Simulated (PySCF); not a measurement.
C6H10O.
Cartesian coordinates in Å at the GFN2-xTB level; atoms count from 1:
```
atom  x, y, z in Å
C1    -1.002   -1.315   -0.806
C2    -0.757   -0.087   -0.350
C3    -1.702    1.040   -0.657
C4     0.427    0.223    0.460
C5     0.725    1.456    0.869
C6     1.353   -0.916    0.832
O7     1.957   -1.545   -0.280
H8    -1.878   -1.523   -1.399
H9    -0.343   -2.145   -0.630
H10   -1.200    1.812   -1.240
H11   -2.072    1.493    0.261
H12   -2.550    0.675   -1.230
H13    1.604    1.650    1.461
H14    0.115    2.313    0.648
H15    2.126   -0.542    1.518
H16    0.795   -1.704    1.346
H17    2.396   -0.872   -0.811
```

PySCF, density fitting, gas phase, GFN2-xTB geometry. The standard run uses grid level 2 after a coarse-grid start, the def2-universal JK fitting basis (with tight functions added where the orbital basis needs them), an energy threshold of 1e-9 Eh and DIIS. The changed runs have no coarse-grid stage.

Q: Standard PBE0/def2-SVPD: E = -309.260009 Eh, HOMO -6.851 eV, LUMO -0.922 eV, dipole 1.621 D, 14 cycles (coarse-grid cycles included). What changes at PBE0/def2-SVPD with: grid level 4, level shift 0.3 Eh?

A: E = -309.260002 Eh (+0.007 mEh), HOMO -6.851 eV (0.000), LUMO -0.922 eV (0.000), dipole 1.621 D (0.000), 12 SCF cycles. The result matches the standard run within 0.02 mEh and 0.003 eV.

The cycles:
```
cycle   1  E = -309.1737633186  dE =  7.709e-01  |g| = 6.102e-01  |ddm| = 7.757e+00
cycle   2  E = -309.2143002593  dE = -4.054e-02  |g| = 5.096e-01  |ddm| = 1.831e+00
cycle   3  E = -309.2579945647  dE = -4.369e-02  |g| = 9.285e-02  |ddm| = 6.171e-01
cycle   4  E = -309.2598623925  dE = -1.868e-03  |g| = 2.057e-02  |ddm| = 2.593e-01
cycle   5  E = -309.2599883652  dE = -1.260e-04  |g| = 4.751e-03  |ddm| = 7.890e-02
cycle   6  E = -309.2599994096  dE = -1.104e-05  |g| = 1.930e-03  |ddm| = 3.321e-02
cycle   7  E = -309.2600014003  dE = -1.991e-06  |g| = 7.311e-04  |ddm| = 1.468e-02
cycle   8  E = -309.2600017892  dE = -3.889e-07  |g| = 3.345e-04  |ddm| = 5.939e-03
cycle   9  E = -309.2600018722  dE = -8.293e-08  |g| = 1.434e-04  |ddm| = 2.843e-03
cycle  10  E = -309.2600018895  dE = -1.730e-08  |g| = 5.809e-05  |ddm| = 1.326e-03
cycle  11  E = -309.2600018930  dE = -3.577e-09  |g| = 2.763e-05  |ddm| = 6.177e-04
cycle  12  E = -309.2600018939  dE = -8.262e-10  |g| = 1.317e-05  |ddm| = 2.876e-04
```
